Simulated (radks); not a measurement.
Results of a calculation; reference values are marked as such.
I+, configuration [Kr] 4d10 5s2 5p4. Level of theory: scalar-relativistic Kohn-Sham, SCAN, spin-unpolarised, spherical densities, finite nucleus; meta-GGA in the generalised Kohn-Sham scheme; Fermi nuclear charge, rms radius 4.75 fm (a radial shooting solver on a logarithmic mesh with Libxc functionals).

Normalised radial functions P(r) = r R(r), r in bohr:

```
   r/bohr * 3d, o 4p, + 5p (the largest magnitude, 1.81, reaches the edge; | marks zero, & curves that meet)
 0.002577                             &
 0.003937                             &
 0.006065                             &
 0.009268                             &o
  0.01428                             *+o
  0.02181                             |& o
   0.0336                             | &  o
  0.05134                             | + *  o
  0.07909                             | +   o   *
   0.1208                             &                 *
   0.1861                    o     +  |                          *
   0.2844                    o     +  |                          *
   0.4346                             |  +  o         *
   0.6695                             |    &             o
    1.023                            +|*            o
    1.576                   +         *   o
    2.408                   +         &
    3.709                        +    &
    5.668                            +&
```

3d: eigenvalue -620.39 eV, 0 radial nodes, <r> = 0.289 bohr, 90 % of the charge inside 0.453 bohr. 4p: eigenvalue -140.44 eV, 2 radial nodes at r = 0.120, 0.374 bohr, <r> = 0.792 bohr, 90 % of the charge inside 1.16 bohr. 5p: eigenvalue -15.612 eV, 3 radial nodes at r = 0.119, 0.362, 0.960 bohr, <r> = 2.31 bohr, 90 % of the charge inside 3.41 bohr.
